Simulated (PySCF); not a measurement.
Isomers of C5H6FN, one GFN2-xTB conformer each. Single-point energies are computed at PBE0/pcSseg-1 (PySCF, gas phase, no added dispersion term), electronic only.

| SMILES | GFN2-xTB relative energy (kJ/mol) |
| --- | --- |
| CC/C(C#N)=C/F | 167.8 |
| Cn1cccc1F | 0.0 |
| C/C(F)=C(/C)C#N | 137.2 |
| Cn1ccc(F)c1 | 2.1 |
| FCc1ccc[nH]1 | 16.3 |
| C/C(=C/C#N)CF | 158.8 |
| C/N=C1/CC=C1F | 192.6 |

Conformers: `[CH3:1][CH2:2]/[C:3]([C:4]#[N:5])=[CH:6]/[F:7]` with C1–C2–C3–C4 -67°; `[F:1][CH2:2][c:3]1[cH:4][cH:5][cH:6][nH:7]1` with F1–C2–C3–C4 122°; `[CH3:1]/[C:2](=[CH:3]/[C:4]#[N:5])[CH2:6][F:7]` with C1–C2–C6–F7 27°.

**Question.** What does PBE0/pcSseg-1 give for the same structures?

**Answer.** 
| SMILES | PBE0/pcSseg-1 E (Eh) | PBE0/pcSseg-1 (kJ/mol) | GFN2-xTB (kJ/mol) | point group |
| --- | --- | --- | --- | --- |
| FCc1ccc[nH]1 | -348.29753 | 0.0 | 16.3 | C1 |
| Cn1cccc1F | -348.28787 | 25.4 | 0.0 | – |
| Cn1ccc(F)c1 | -348.28582 | 30.7 | 2.1 | – |
| C/C(F)=C(/C)C#N | -348.27920 | 48.1 | 137.2 | Cs |
| C/C(=C/C#N)CF | -348.26757 | 78.7 | 158.8 | C1 |
| CC/C(C#N)=C/F | -348.26488 | 85.7 | 167.8 | C1 |
| C/N=C1/CC=C1F | -348.22709 | 184.9 | 192.6 | Cs |

GFN2-xTB puts Cn1cccc1F lowest instead; measured from each level's own lowest isomer, the values differ by up to 89.1 kJ/mol (C/C(F)=C(/C)C#N: 137.2 against 48.1). As drawn, the lowest has an aromatic ring and an N–H bond, which the highest lacks; the highest has a four-membered ring, a C=N bond and a C=C bond outside aromatic rings, which the lowest lacks. Neighbours under 10 kJ/mol apart (Cn1cccc1F and Cn1ccc(F)c1; C/C(=C/C#N)CF and CC/C(C#N)=C/F) can change places with a better method, another conformer or zero-point energy.

**Question.** Which frontier levels, dipoles and rotational constants go with these structures?

**Answer.** 
```tsv
SMILES	HOMO (eV, PBE0/pcSseg-1)	LUMO (eV)	dipole (D)	A, B, C (MHz)
FCc1ccc[nH]1	-6.32	0.57	1.63	7085, 1886, 1591
Cn1cccc1F	-6.03	1.03	2.24	4040, 3277, 1830
Cn1ccc(F)c1	-6.18	0.78	3.67	7093, 2005, 1579
C/C(F)=C(/C)C#N	-7.62	-1.02	2.87	3910, 2195, 1431
C/C(=C/C#N)CF	-7.97	-1.55	3.71	4732, 1681, 1272
CC/C(C#N)=C/F	-7.94	-1.31	4.77	3425, 2091, 1415
C/N=C1/CC=C1F	-7.21	-1.06	0.97	4002, 2517, 1576
```
